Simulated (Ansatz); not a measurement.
`C[C](=S)[ZnH]` + `N=CO` → `O/C=[N]/[ZnH]` + `CC=S` at 600 K and 1 bar (ligand exchange at a Zn–C bond).

Gas-phase electronic energies from Ansatz, PBE0-D4/def2-TZVP geometries. CBS: MP2 limit from def2 TZ/QZ plus the TZ coupled-cluster correction, frozen cores. This one scheme is used for every species. For Zn outer-core shells are correlated without core-valence functions, which leaves a few kJ/mol of doubt a bond. Scalar relativity is left out up to krypton. Each species was taken in one conformer, which may not be the lowest.

```tsv
species	CCSD(T)/CBS energy (Eh)	H − E (kJ/mol)	S (J/(mol·K))
`C[C](=S)[ZnH]`	-2254.62441	180.9	403.7
`N=CO`	-169.71775	152.4	293.9
`O/C=[N]/[ZnH]`	-1948.09320	154.8	372.2
`CC=S`	-476.26007	176.5	323.6
```

H − E and S are ideal-gas, rigid-rotor, harmonic terms from PBE0-D4/def2-TZVP, for one conformer and one mirror image of each species. 1 Eh = 2625.50 kJ/mol, R = 8.31446 J/(mol·K).

Question: By hand: ΔE, ΔH, ΔS and ΔG.

Answer: ΔE = (-1948.09320) + (-476.26007) − (-2254.62441) − (-169.71775) = -0.01111 Eh = -29.2 kJ/mol. Δ(H − E) = 154.8 + 176.5 − 180.9 − 152.4 = -2.0, so ΔH = -31.2 kJ/mol. ΔS = 372.2 + 323.6 − 403.7 − 293.9 = -1.8 J/(mol·K). ΔG = -31.2 − 600 × (-1.8)/1000 = -30.1 kJ/mol.

Question: By hand: the equilibrium constant, and the temperature at which ΔG would vanish if ΔH and ΔS stayed fixed.

Answer: log₁₀ K = −ΔG/(RT ln 10) = 2.6. ΔG = 0 at ΔH/ΔS = 17333 K, far beyond where these terms or the molecules hold.

The number of gas molecules stays the same, so ΔS is small and ΔH decides. A doubt of 5 kJ/mol in ΔE shifts log₁₀ K by 0.4 here. Other conformers and mirror images would add mixing entropy, several J/(mol·K) or more a flexible species. These are equilibria of isolated gas molecules and say nothing of rates. Largest T1 diagnostic: 0.019 (customary marks: 0.02 for closed shells, 0.045 for open ones).
